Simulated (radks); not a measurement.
Results of a calculation; reference values are marked as such.
The neodymium ion Nd2+, configuration [Kr] 4d10 4f6 5p6 (not the ground configuration). Level of theory: Dirac Kohn-Sham, LDA (Slater exchange, Perdew-Wang correlation), spin-unpolarised, spherical densities, finite nucleus; open shells are shared between the two j in proportion to 2j + 1; Fermi nuclear charge, rms radius 4.9123 fm (a radial shooting solver on a logarithmic mesh with Libxc functionals).

Spin-orbit splittings of the eigenvalues, e(l+1/2) - e(l-1/2), with zeta = 2 splitting/(2l+1) and mean radii in bohr:

shell  occ.  splitting (eV)  zeta (eV)  <r> j=l-1/2  <r> j=l+1/2
2p        6           519.5      346.4      0.08424      0.09065
3p        6           103.7      69.15       0.2558       0.2683
3d       10           22.46      8.985       0.2394       0.2433
4p        6           22.43      14.95       0.6260       0.6551
4d       10           3.926      1.570       0.7073       0.7179
4f        6          0.3580     0.1023        1.185        1.207
5p        6           3.027      2.018        1.669        1.757
5d        0          0.2578     0.1031        2.563        2.603
5f        0               ?          ?        6.912        6.940
6p        0          0.4788     0.3192        4.263        4.438

Estimate the 5f splitting.

Answer. 0.01196 eV (zeta = 0.003416 eV).
